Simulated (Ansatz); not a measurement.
C$_{2}$H$_{6}$AlFSi, SMILES `[CH3][Al]1[CH2][SiH]1F`, relaxed with RKS PBE0-D4/def2-TZVP in Ansatz from a PBE-D4/def2-SVP geometry. The force threshold is 0.005 eV/Å; the program also tests the step.

The species carries charge 0 and has multiplicity 1.

Start:

```xyz
11

C     0.504   -2.218    0.672
Al    0.300   -0.406   -0.053
C    -0.709    1.259    0.374
Si    0.186    1.606   -1.258
F    -0.666    2.162   -2.562
H     1.293   -2.223    1.455
H    -0.439   -2.550    1.157
H     0.785   -2.959   -0.102
H    -0.872    1.992    1.189
H    -1.693    0.753    0.160
H     1.310    2.584   -1.030
```

By how much does the energy fall, and how many steps does the optimiser take? (Best estimate.)

The calculation gave: 6.72 kJ/mol, in 18 steps.

Which bonds change most? (Estimate.)

The calculation gave: Si4–F5 from 1.654 to 1.609 Å; Al2–Si4 from 2.348 to 2.323 Å; C3–Si4 from 1.894 to 1.870 Å; Si4–H11 from 1.508 to 1.488 Å.

Give the relaxed structure. (Estimate.)

Ansatz gave: 
```xyz
11

C     0.501   -2.199    0.661
Al    0.272   -0.410   -0.064
C    -0.681    1.260    0.383
Si    0.154    1.579   -1.260
F    -0.705    2.132   -2.502
H     1.142   -2.170    1.547
H    -0.467   -2.603    0.977
H     0.942   -2.890   -0.059
H    -0.776    1.986    1.190
H    -1.674    0.796    0.211
H     1.293    2.520   -1.084
```
